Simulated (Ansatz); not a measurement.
Al₆As. Charge 0, multiplicity 2. Geometry PBE0-D4/def2-SVP.

| atom | x (Å) | y (Å) | z (Å) |
| --- | --- | --- | --- |
| As1 | 0.277 | -1.399 | -0.670 |
| Al2 | 1.064 | 0.743 | -1.671 |
| Al3 | -1.607 | 0.069 | -1.377 |
| Al4 | -1.198 | -0.094 | 1.171 |
| Al5 | 0.749 | -2.116 | 1.900 |
| Al6 | 1.313 | 0.539 | 0.893 |
| Al7 | -0.599 | 2.258 | -0.245 |

Another isomer (doublet) lies 0.04 eV lower at PBE0-D4/def2-TZVP; other spin states weren't run for this one.

(1) Estimate the α-spin orbital energies around the gap (eV) in Ansatz with PBE-D4/def2-TZVP, r2SCAN-D4/def2-TZVP, PBE0-D4/def2-TZVP.

Results:

(1) 
```
orbital  PBE-D4/def2-TZVP  r2SCAN-D4/def2-TZVP  PBE0-D4/def2-TZVP
 HOMO−5             -6.03                -6.28              -6.81
 HOMO−4             -6.00                -6.24              -6.78
 HOMO−3             -5.90                -6.01              -6.54
 HOMO−2             -5.41                -5.60              -6.12
 HOMO−1             -4.69                -4.90              -5.38
   HOMO             -4.53                -4.77              -5.30
   LUMO             -3.63                -3.65              -3.11
 LUMO+1             -3.44                -3.44              -2.91
 LUMO+2             -2.74                -2.71              -2.15
 LUMO+3             -2.53                -2.49              -1.94
 LUMO+4             -1.91                -1.82              -1.27
 LUMO+5             -1.52                -1.37              -0.90
 β HOMO             -4.63                -4.77              -5.28
 β LUMO             -3.70                -3.65              -3.12
```
